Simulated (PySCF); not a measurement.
PySCF job for Si(H)2(OAc)(OH) (C₂H₆O₃Si), SMILES CC(=O)O[SiH2]O, IEF-PCM-B3LYP/def2-SVP. Geometry optimised at B3LYP-D3(BJ)/def2-SVP. One conformer was computed; it need not be the lowest.

```python
import numpy as np
from pyscf import gto, scf, dft
from pyscf.solvent import pcm

mol = gto.M(
    atom='''
    Si   -1.35151091   -0.03308216    0.03384928
    O    -2.25089420    1.34761812    0.18698914
    O     0.29044047    0.47542258    0.00225960
    C     1.24951424   -0.46874206   -0.04639289
    C     2.63859404    0.10981043   -0.07040499
    O     0.98024082   -1.64758616   -0.06471174
    H    -1.61741779   -0.83412893    1.24356340
    H    -1.62923239   -0.73469995   -1.24395372
    H    -2.24356621    1.97742011   -0.54301857
    H     3.38000436   -0.69648174   -0.11204799
    H     2.74810562    0.77407764   -0.94146564
    H     2.79631269    0.72691656    0.82752398
    ''',
    basis='def2-SVP',
    charge=0,
    spin=0,
    max_memory=1600,
    verbose=3,
)
mf = dft.RKS(mol, xc='b3lyp').density_fit(auxbasis='def2-universal-jkfit')
mf.grids.level = 3
mf.conv_tol = 1e-9
mf.max_cycle = 100
mf.kernel()
res = {}
for name, eps in {'water': 78.355, '2-propanol': 19.264, 'N,N-dimethylformamide': 37.219}.items():
    s = mf.PCM()
    s.with_solvent.method, s.with_solvent.eps, s.with_solvent.lebedev_order = 'IEF-PCM', eps, 29
    s.kernel(mf.make_rdm1())
    res[name] = (s.e_tot, eps, s.dip_moment(), s.mo_energy, s.converged)
    print(f'{name}: electrostatic solvation free energy {(s.e_tot - mf.e_tot) * 627.509474:.3f} kcal/mol')
```

Log of the run:

```
converged SCF energy = -594.78331538066

WARN: PCM is an experimental feature. It is still in testing.
Features and APIs may be changed in the future.

converged SCF energy = -594.794602391857
Dipole moment(X, Y, Z, Debye):  0.80170,  2.78307, -1.47580
water: electrostatic solvation free energy -7.083 kcal/mol

WARN: PCM is an experimental feature. It is still in testing.
Features and APIs may be changed in the future.

converged SCF energy = -594.793888547383
Dipole moment(X, Y, Z, Debye):  0.79132,  2.74258, -1.45489
2-propanol: electrostatic solvation free energy -6.635 kcal/mol

WARN: PCM is an experimental feature. It is still in testing.
Features and APIs may be changed in the future.

converged SCF energy = -594.794340916655
Dipole moment(X, Y, Z, Debye):  0.79791,  2.76818, -1.46807
N,N-dimethylformamide: electrostatic solvation free energy -6.919 kcal/mol
```

Self-consistency was reached.

Cost: about 90 core-seconds (a rough figure).
